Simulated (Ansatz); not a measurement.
methylammonium (SMILES C[NH3+]) moved off its minimum; all values from Ansatz (a quantum-chemistry and plane-wave program), cores frozen in correlated methods.
(charge 1, multiplicity 1)
```xyz
8

C     -0.81831     0.11132     0.01737
N      0.66534    -0.11660    -0.00024
H     -1.18658    -0.54699    -0.68863
H     -0.94610     1.13759    -0.27959
H     -1.18717    -0.13066     0.96749
H      0.93147    -1.08728     0.13196
H      1.21587     0.50113     0.66414
H      1.17489     0.07630    -0.95832
```

Forces at r2SCAN/def2-TZVPP (eV/Å):

```json
[
 {"atom": "C1", "Fx": "1.842", "Fy": "1.095", "Fz": "-0.422"},
 {"atom": "N2", "Fx": "2.908", "Fy": "1.241", "Fz": "-1.530"},
 {"atom": "H3", "Fx": "-1.101", "Fy": "-1.163", "Fz": "-1.494"},
 {"atom": "H4", "Fx": "-0.469", "Fy": "0.298", "Fz": "0.094"},
 {"atom": "H5", "Fx": "-0.457", "Fy": "-0.081", "Fz": "1.397"},
 {"atom": "H6", "Fx": "-0.111", "Fy": "-0.298", "Fz": "0.669"},
 {"atom": "H7", "Fx": "-0.928", "Fy": "-1.023", "Fz": "-0.564"},
 {"atom": "H8", "Fx": "-1.684", "Fy": "-0.068", "Fz": "1.849"}
]
```

Problem. Give the forces (eV/Å), the total energy and the dipole at CCSD(T)/cc-pVTZ.

Solution. 
```json
[
 {"atom": "C1", "Fx": "1.755", "Fy": "1.101", "Fz": "-0.420"},
 {"atom": "N2", "Fx": "3.020", "Fy": "1.240", "Fz": "-1.539"},
 {"atom": "H3", "Fx": "-1.101", "Fy": "-1.175", "Fz": "-1.509"},
 {"atom": "H4", "Fx": "-0.462", "Fy": "0.309", "Fz": "0.096"},
 {"atom": "H5", "Fx": "-0.453", "Fy": "-0.075", "Fz": "1.407"},
 {"atom": "H6", "Fx": "-0.114", "Fy": "-0.306", "Fz": "0.674"},
 {"atom": "H7", "Fx": "-0.941", "Fy": "-1.030", "Fz": "-0.571"},
 {"atom": "H8", "Fx": "-1.704", "Fy": "-0.065", "Fz": "1.862"}
]
```
Energy -96.0441 hartree.
